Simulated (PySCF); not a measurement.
Ga(Me)2(Ph), SMILES c1cc[c]([Ga]([CH3])[CH3])cc1 (C8H11Ga), singlet, GFN2-xTB optimised geometry.

```
20

Ga     0.83    -1.29     0.00
C      2.88    -1.29     0.00
H      3.28    -0.75    -0.86
H      3.26    -2.32    -0.04
H      3.28    -0.82     0.90
C     -0.28    -3.01     0.00
H     -0.95    -3.06     0.87
H      0.37    -3.89     0.03
H     -0.91    -3.09    -0.89
C     -0.14     0.49     0.00
C     -1.54     0.55     0.00
C     -2.20     1.76     0.00
C     -1.48     2.94     0.00
C     -0.09     2.91     0.01
C      0.57     1.69     0.01
H     -2.10    -0.38    -0.01
H     -3.28     1.79    -0.01
H     -2.00     3.89     0.00
H      0.47     3.83     0.01
H      1.65     1.67     0.01
```

Density from PBE0/def2-SVP in PySCF 2.14.0 at that geometry.

Minimum of the electron density along straight lines between bonded atoms, close to the bond critical point (lines longer than 1.1 times the sum of covalent radii, or with two minima, are not listed):

```
bond     length / Å  ρ at the minimum / e bohr⁻³  ∇²ρ there / e bohr⁻⁵  position (fraction from the first atom)
-------  ----------  ---------------------------  --------------------  ---------------------------------------
Ga1–C2        2.047                        0.101                  0.12                                     0.47
C2–H3         1.094                        0.266                 -0.93                                     0.62
C2–H4         1.094                        0.268                 -0.94                                     0.62
C2–H5         1.094                        0.266                 -0.93                                     0.62
Ga1–C6        2.047                        0.101                  0.12                                     0.47
C6–H7         1.094                        0.266                 -0.93                                     0.62
C6–H8         1.094                        0.268                 -0.94                                     0.62
C6–H9         1.094                        0.266                 -0.93                                     0.62
Ga1–C10       2.035                        0.103                  0.14                                     0.47
C10–C11       1.394                        0.306                 -0.77                                     0.49
C11–C12       1.384                        0.312                 -0.80                                     0.50
C12–C13       1.385                        0.312                 -0.80                                     0.50
C13–C14       1.385                        0.312                 -0.80                                     0.50
C10–C15       1.394                        0.306                 -0.77                                     0.49
C14–C15       1.384                        0.312                 -0.80                                     0.50
C11–H16       1.087                        0.280                 -1.05                                     0.63
C12–H17       1.082                        0.282                 -1.07                                     0.63
C13–H18       1.081                        0.283                 -1.07                                     0.63
C14–H19       1.082                        0.282                 -1.07                                     0.63
C15–H20       1.087                        0.280                 -1.05                                     0.63
```
